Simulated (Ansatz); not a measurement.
Mulliken charges of `B1[SiH2]C[Se]1` from B3LYP/def2-TZVPP in Ansatz (PBE0-D4/def2-TZVP geometry).

| atom | x (Å) | y (Å) | z (Å) | charge (e) |
| --- | --- | --- | --- | --- |
| B1 | -0.943 | 0.297 | -1.279 | -0.113 |
| Si2 | 0.686 | 0.640 | -0.173 | 0.216 |
| C3 | 0.086 | -0.741 | 0.996 | -0.361 |
| Se4 | -1.526 | -1.089 | -0.099 | 0.087 |
| H5 | -1.531 | 0.633 | -2.256 | 0.061 |
| H6 | 0.804 | 1.958 | 0.516 | -0.078 |
| H7 | 2.017 | 0.336 | -0.774 | -0.078 |
| H8 | -0.206 | -0.441 | 2.002 | 0.132 |
| H9 | 0.700 | -1.640 | 1.051 | 0.132 |

By hand: the dipole of these point charges (1 e Å = 4.8032 D).

Σ q r = (-0.157, -0.138, 0.024) e Å, of length 0.210 e Å = 1.01 D.

How does the dipole of the full density compare? (Estimate.)

Computed: (0.089, -0.057, 0.157) e Å, 0.91 D; the point charges give 1.11 times that, at 93° from its direction.

Point charges leave out the atoms' own dipoles, such as those of lone pairs, and Mulliken's split depends on the basis, so the two needn't agree.

B3LYP here is the variant with VWN-RPA as its local correlation; programs differ in this.
